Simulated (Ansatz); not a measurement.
Coupled-cluster run, C2H6Cl4Ga2O2 (`C[O+]1[Ga-]([Cl])([Cl])[O+](C)[Ga-]1([Cl])[Cl]`).

```yaml
crystal:
  periodic: [false, false, false]
  atoms:
    - {symbol: C, position_ang: [-1.371890, 1.133682, 1.910389]}
    - {symbol: O, position_ang: [-0.501729, 0.381153, 1.067435]}
    - {symbol: Ga, position_ang: [1.000320, 1.051334, 0.094164]}
    - {symbol: Cl, position_ang: [0.561738, 3.006401, -0.632742]}
    - {symbol: Cl, position_ang: [2.903748, 0.637277, 0.959436]}
    - {symbol: O, position_ang: [0.501763, -0.381219, -1.068370]}
    - {symbol: C, position_ang: [1.373526, -1.135241, -1.908424]}
    - {symbol: Ga, position_ang: [-1.001619, -1.050013, -0.096356]}
    - {symbol: Cl, position_ang: [-2.903480, -0.630623, -0.962448]}
    - {symbol: Cl, position_ang: [-0.568176, -3.006934, 0.628688]}
    - {symbol: H, position_ang: [-1.186857, 0.862770, 2.950811]}
    - {symbol: H, position_ang: [-1.190997, 2.200285, 1.768026]}
    - {symbol: H, position_ang: [-2.410325, 0.920699, 1.651683]}
    - {symbol: H, position_ang: [1.194395, -0.861954, -2.949252]}
    - {symbol: H, position_ang: [2.411388, -0.926205, -1.644288]}
    - {symbol: H, position_ang: [1.188203, -2.201413, -1.768764]}
basis:
  gaussian: {orbitals: def2-TZVPP}
correlation: {method: ccsd_t}
output: {orbitals: {seedname: orbitals}}
```

```sh
$ ansatz run in.yaml --threads 6 --pin off --events-out ev --progress --plain --backend cuda
```

The program prints (abridged):

```
Functional definition: HF
2880 factors; integrals over basis functions are off by at most 1.0e-3 eV
mean field evaluation 1: about -160922.1384 eV, gradient 4.6e1 eV
mean field evaluation 2: about -160922.5437 eV, gradient 4.6e1 eV
mean field evaluation 4: about -160927.1630 eV, gradient 5.6e0 eV
mean field evaluation 8: about -160927.2451 eV, gradient 3.0e-1 eV
mean field -160927.24628831 eV, -5913.9672206903 hartree, gradient 3.3e-6 eV, S^2 0.000000; 0 other end points of the search recorded, 0 dependent functions left out
42 core orbitals not correlated: weight in the atoms' cores, before any rotation towards them, 1.000 or more for the frozen orbitals, at most 0.000 for the correlated occupied ones
reference -160927.24628831 eV, -5913.9672206903 hartree; 40, 40 occupied and 390, 390 virtual orbitals, 2880 factors
second order -54.85107639 eV of doubles, -0.00000000 eV of singles
cycle   1  -55.13875261 eV  change   -2.9e-1 eV  update   1.6e-1
cycle   2  -56.54145617 eV  change    -1.4e0 eV  update   4.6e-2
cycle   3  -56.79832229 eV  change   -2.6e-1 eV  update   2.2e-2
cycle   4  -56.77087323 eV  change    2.7e-2 eV  update   4.6e-3
cycle   5  -56.76692487 eV  change    3.9e-3 eV  update   1.9e-3
cycle   6  -56.76793226 eV  change   -1.0e-3 eV  update   5.2e-4
cycle   7  -56.76766099 eV  change    2.7e-4 eV  update   2.1e-4
cycle   8  -56.76760172 eV  change    5.9e-5 eV  update   6.2e-5
perturbative correction -2.37680795 eV, -0.0873460812 hartree
Total energy: -160986.39069799 eV, -5916.1407376562 hartree
```

Run time 40 s (6 threads of an AMD EPYC 7R13 on a shared host and a share of an NVIDIA H100 80 GB); peak host memory 1.1 GiB.

MP2 recovers 92.7 % of the CCSD(T) correlation energy and the triples give 4.0 %; T1 = 0.0113.
